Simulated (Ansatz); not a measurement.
`[SiH3][N]([SiH3])[AlH][Cl]` + `C[O][AlH2]` → `[AlH2][O]C[SiH3]` + `[SiH3][NH][AlH][Cl]` at 600 K and 1 bar (formal exchange of groups at the Si–N bond).

Program: Ansatz. Geometries: PBE0-D4/def2-TZVP. ΔE: electronic, gas phase. CBS: MP2 limit from def2 TZ/QZ plus the TZ coupled-cluster correction, frozen cores. Each species was taken in one conformer, which may not be the lowest.

| species | CCSD(T)/CBS energy (Eh) | H − E (kJ/mol) | S (J/(mol·K)) |
| --- | --- | --- | --- |
| `[SiH3][N]([SiH3])[AlH][Cl]` | -1339.00991 | 251.1 | 520.6 |
| `C[O][AlH2]` | -358.26893 | 190.1 | 361.4 |
| `[AlH2][O]C[SiH3]` | -648.54228 | 248.5 | 449.6 |
| `[SiH3][NH][AlH][Cl]` | -1048.70845 | 190.5 | 440.3 |

H − E and S are ideal-gas, rigid-rotor, harmonic terms from PBE0-D4/def2-TZVP, for one conformer and one mirror image of each species. 1 Eh = 2625.50 kJ/mol, R = 8.31446 J/(mol·K).

Task: By hand: ΔE, ΔH, ΔS and ΔG.

Result: ΔE = (-648.54228) + (-1048.70845) − (-1339.00991) − (-358.26893) = 0.02811 Eh = 73.8 kJ/mol. Δ(H − E) = 248.5 + 190.5 − 251.1 − 190.1 = -2.2, so ΔH = 71.6 kJ/mol. ΔS = 449.6 + 440.3 − 520.6 − 361.4 = 7.9 J/(mol·K). ΔG = 71.6 − 600 × (7.9)/1000 = 66.9 kJ/mol.

Task: By hand: the equilibrium constant, and the temperature at which ΔG would vanish if ΔH and ΔS stayed fixed.

Result: log₁₀ K = −ΔG/(RT ln 10) = -5.8. ΔG = 0 at ΔH/ΔS = 9063 K, far beyond where these terms or the molecules hold.

The number of gas molecules stays the same, so ΔS is small and ΔH decides. A doubt of 5 kJ/mol in ΔE shifts log₁₀ K by 0.4 here. Other conformers and mirror images would add mixing entropy, several J/(mol·K) or more a flexible species. Modes under 60 cm⁻¹, often nearly free rotors, make the harmonic entropy too high. These are equilibria of isolated gas molecules and say nothing of rates. Largest T1 diagnostic: 0.013 (customary marks: 0.02 for closed shells, 0.045 for open ones).
